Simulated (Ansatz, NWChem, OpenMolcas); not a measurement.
GeH4 (germane): methods side by side

GeH4: 5 atoms, total charge 0, spin state singlet. SMILES: `[GeH4]`. The coordinates come from a PBE0-D4/def2-TZVP relaxation.

Each level gives the HOMO–LUMO gap (eV). The values are calculated.

```json
{"level": "PBE/def2-TZVP", "kind": "GGA", "program": "NWChem", "value (eV)": "8.53", "CPU time": "10 s"}
{"level": "M06-L/def2-TZVP", "kind": "meta-GGA", "program": "OpenMolcas", "value (eV)": "9.68", "CPU time": "17 s"}
{"level": "TPSS/def2-TZVP", "kind": "meta-GGA", "program": "NWChem", "value (eV)": "9.03", "CPU time": "13 s"}
{"level": "BHLYP/def2-TZVP", "kind": "global hybrid", "program": "Ansatz", "value (eV)": "12.73", "CPU time": "3.8 s"}
{"level": "M06-2X/def2-TZVP", "kind": "hybrid meta-GGA", "program": "NWChem", "value (eV)": "?", "CPU time": "44 s"}
{"level": "r2SCAN0/def2-TZVP", "kind": "hybrid meta-GGA", "program": "Ansatz", "value (eV)": "?", "CPU time": "6.4 s"}
{"level": "HSE06/def2-TZVP", "kind": "range-separated hybrid", "program": "Ansatz", "value (eV)": "9.97", "CPU time": "3.4 s"}
{"level": "wB97M-V/def2-TZVP", "kind": "range-separated hybrid", "program": "Ansatz", "value (eV)": "14.70", "CPU time": "24 s"}
```

Q: Estimate the missing values from the other rows.

A: As computed at these levels: M06-2X/def2-TZVP: 12.97 eV; r2SCAN0/def2-TZVP: 11.32 eV. All-electron rows without a relativistic Hamiltonian named are non-relativistic. The values span 8.53 to 14.70 eV. Orbital gaps aren't excitation energies; they tend to grow with the share of exact exchange. CPU times are rough (shared hosts, several kinds of processor): they show what a rung costs within a factor of a few.
